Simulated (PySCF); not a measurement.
A calculated (wB97M-V, PySCF 2.14, x2c-TZVPPall with one added diffuse shell each of s, p, d, f type, scalar relativity by spin-free X2C-1e) atom or ion has these occupied shells.

```json
{"shell": "1s β", "electrons": "1", "orbital energy (eV)": "-73770.6", "rms radius, mean of both spins (bohr)": "0.0201"}
{"shell": "1s α", "electrons": "1", "orbital energy (eV)": "-73770.6", "rms radius, mean of both spins (bohr)": "0.0201"}
{"shell": "2s α", "electrons": "1", "orbital energy (eV)": "-12889.7", "rms radius, mean of both spins (bohr)": "0.0810"}
{"shell": "2s β", "electrons": "1", "orbital energy (eV)": "-12889.5", "rms radius, mean of both spins (bohr)": "0.0810"}
{"shell": "2p α", "electrons": "3", "orbital energy (eV)": "-11260.6", "rms radius, mean of both spins (bohr)": "0.0739"}
{"shell": "2p β", "electrons": "3", "orbital energy (eV)": "-11260.5", "rms radius, mean of both spins (bohr)": "0.0739"}
{"shell": "3s α", "electrons": "1", "orbital energy (eV)": "-3017.1", "rms radius, mean of both spins (bohr)": "0.207"}
{"shell": "3s β", "electrons": "1", "orbital energy (eV)": "-3017.1", "rms radius, mean of both spins (bohr)": "0.207"}
{"shell": "3p α", "electrons": "3", "orbital energy (eV)": "-2533.8", "rms radius, mean of both spins (bohr)": "0.209"}
{"shell": "3p β", "electrons": "3", "orbital energy (eV)": "-2533.8", "rms radius, mean of both spins (bohr)": "0.209"}
{"shell": "3d α", "electrons": "5", "orbital energy (eV)": "-1974.7", "rms radius, mean of both spins (bohr)": "0.191"}
{"shell": "3d β", "electrons": "5", "orbital energy (eV)": "-1974.6", "rms radius, mean of both spins (bohr)": "0.191"}
{"shell": "4s α", "electrons": "1", "orbital energy (eV)": "-644.65", "rms radius, mean of both spins (bohr)": "0.459"}
{"shell": "4s β", "electrons": "1", "orbital energy (eV)": "-644.53", "rms radius, mean of both spins (bohr)": "0.459"}
{"shell": "4p α", "electrons": "3", "orbital energy (eV)": "-484.40", "rms radius, mean of both spins (bohr)": "0.488"}
{"shell": "4p β", "electrons": "3", "orbital energy (eV)": "-484.29", "rms radius, mean of both spins (bohr)": "0.488"}
{"shell": "4d α", "electrons": "5", "orbital energy (eV)": "-279.84", "rms radius, mean of both spins (bohr)": "0.526"}
{"shell": "4d β", "electrons": "5", "orbital energy (eV)": "-279.69", "rms radius, mean of both spins (bohr)": "0.526"}
{"shell": "5s α", "electrons": "1", "orbital energy (eV)": "-93.890", "rms radius, mean of both spins (bohr)": "1.08"}
{"shell": "5s β", "electrons": "1", "orbital energy (eV)": "-92.885", "rms radius, mean of both spins (bohr)": "1.08"}
{"shell": "4f α", "electrons": "7", "orbital energy (eV)": "-54.734", "rms radius, mean of both spins (bohr)": "0.620"}
{"shell": "4f β", "electrons": "7", "orbital energy (eV)": "-54.530", "rms radius, mean of both spins (bohr)": "0.620"}
{"shell": "5p α", "electrons": "3", "orbital energy (eV)": "-53.082", "rms radius, mean of both spins (bohr)": "1.26"}
{"shell": "5p β", "electrons": "3", "orbital energy (eV)": "-51.594", "rms radius, mean of both spins (bohr)": "1.26"}
{"shell": "5d α", "electrons": "5", "orbital energy (eV)": "-7.303", "rms radius, mean of both spins (bohr)": "2.21"}
{"shell": "5d β", "electrons": "3", "orbital energy (eV)": "-6.313", "rms radius, mean of both spins (bohr)": "2.21"}
```

Question: Name the element and its charge.

Answer: Os (osmium, neutral), in [Xe] 4f14 5d8, high-spin 3F determinant (an excited configuration).
